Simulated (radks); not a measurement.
W IV, configuration [Xe] 4f14 5d2.5 6p0.5 (fractional occupations, a model configuration).

All-electron calculation, Dirac Kohn-Sham, PBE, spin-unpolarised, spherical densities, finite nucleus; open shells fill j = l - 1/2 first; Fermi nuclear charge, rms radius 5.3658 fm. Program: a radial shooting solver on a logarithmic mesh with Libxc functionals.

Energy parts (eV):
| part | energy |
|---|---|
| total | -439773.22 |
| kinetic | 495246.64 |
| electron-nucleus | -1096115.83 |
| Hartree | 169916.25 |
| exchange-correlation | -8820.28 |

Orbitals (lengths in bohr, moments of r in powers of bohr; r(max) is where P^2 peaks; r(90%) holds 90 % of the orbital's charge):
orbital,occ.,eigenvalue (eV),r(max),r(90%),<1/r>,<r>,small-component weight
1s1/2,2,-69402.94,0.01146,0.0334,87.04,0.01835,7.79e-02
2s1/2,2,-11996.97,0.06588,0.120,21.18,0.07695,1.76e-02
2p1/2,2,-11476.19,0.04896,0.106,21.15,0.06365,1.77e-02
2p3/2,4,-10123.51,0.05580,0.116,17.77,0.07161,1.60e-02
3s1/2,2,-2786.682,0.1855,0.295,7.776,0.2006,5.81e-03
3p1/2,2,-2554.177,0.1737,0.287,7.692,0.1906,5.75e-03
3p3/2,4,-2261.676,0.1877,0.307,6.817,0.2053,5.26e-03
3d3/2,4,-1869.329,0.1471,0.280,6.711,0.1797,5.14e-03
3d5/2,6,-1805.715,0.1509,0.286,6.504,0.1842,5.01e-03
4s1/2,2,-599.4527,0.4211,0.646,3.267,0.4495,1.91e-03
4p1/2,2,-502.9208,0.4209,0.662,3.157,0.4546,1.82e-03
4p3/2,4,-435.1450,0.4504,0.709,2.853,0.4878,1.63e-03
4d3/2,4,-276.4071,0.4471,0.757,2.638,0.5048,1.44e-03
4d5/2,6,-263.9183,0.4565,0.774,2.565,0.5162,1.39e-03
5s1/2,2,-109.6372,0.9628,1.53,1.269,1.063,4.30e-04
5p1/2,2,-80.8474,1.032,1.69,1.143,1.165,3.56e-04
5p3/2,4,-70.7951,1.113,1.83,1.039,1.262,3.07e-04
4f5/2,6,-65.3550,0.4262,0.996,2.103,0.6013,9.83e-04
4f7/2,8,-63.1134,0.4312,1.01,2.072,0.6107,9.61e-04
5d3/2,2.5,-33.1271,1.403,2.59,0.7534,1.708,1.66e-04
5d5/2,0,-32.1366,1.440,2.66,0.7324,1.753,1.58e-04
6p1/2,0.5,-22.6640,2.713,4.28,0.4266,2.990,6.38e-05
6p3/2,0,-21.1647,2.907,4.53,0.3994,3.181,5.78e-05

The highest occupied level is 6p1/2 at -22.664 eV. The configuration is held as typed, so some empty levels lie below it. The electron density at the nucleus is 1.424e+06 e/bohr^3. Summed over all electrons, <r^2> = 38.54 bohr^2, which gives a Langevin (diamagnetic) susceptibility term of -30.5 x 10^-6 cm^3/mol. The density falls to 0.001 e/bohr^3 at r = 3.76 bohr.
